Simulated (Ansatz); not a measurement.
The pair A = HF (SMILES F) (first 2 atoms), B = Cl2 (SMILES ClCl); geometry from B3LYP-D3(BJ)/def2-TZVP.
(charge 0, multiplicity 1):
```xyz
4

F      0.4549     0.3837     0.1123
H      0.3388    -0.0612     0.9201
Cl    -0.3656     0.4903     4.0170
Cl     0.0459    -1.1642     2.9462
```

Correlated levels freeze the cores.

Programs: Ansatz (Gaussian orbitals). 

Total energies (hartree), monomers frozen at their geometry in the pair:

| structure | HF/aug-cc-pV(T+d)Z | B3LYP/def2-TZVPPD | CCSD(T)/aug-cc-pV(T+d)Z |
|---|---|---|---|
| AB | -1019.0626293 | -1020.9214572 | -1019.7961169 |
| A in the pair's basis | -100.0604061 | -100.4951801 | -100.3497674 |
| B in the pair's basis | -919.0019597 | -920.4241288 | -919.4436628 |
| A | -100.0603592 | -100.4951572 | -100.3494985 |
| B | -919.0018383 | -920.4239904 | -919.4428739 |

Work out the interaction energy without and with the counterpoise correction, and the superposition error, for each level.


E(AB) − E(A) − E(B), times 627.509 kcal/mol, with the monomers in their own basis and then in the pair's basis:
- HF/aug-cc-pV(T+d)Z: -0.27 uncorrected, -0.17 corrected; the monomers gain 0.11 kcal/mol from borrowed functions
- B3LYP/def2-TZVPPD: -1.45 uncorrected, -1.35 corrected; the monomers gain 0.10 kcal/mol from borrowed functions
- CCSD(T)/aug-cc-pV(T+d)Z: -2.35 uncorrected, -1.69 corrected; the monomers gain 0.66 kcal/mol from borrowed functions

Ansatz is an electronic-structure program.
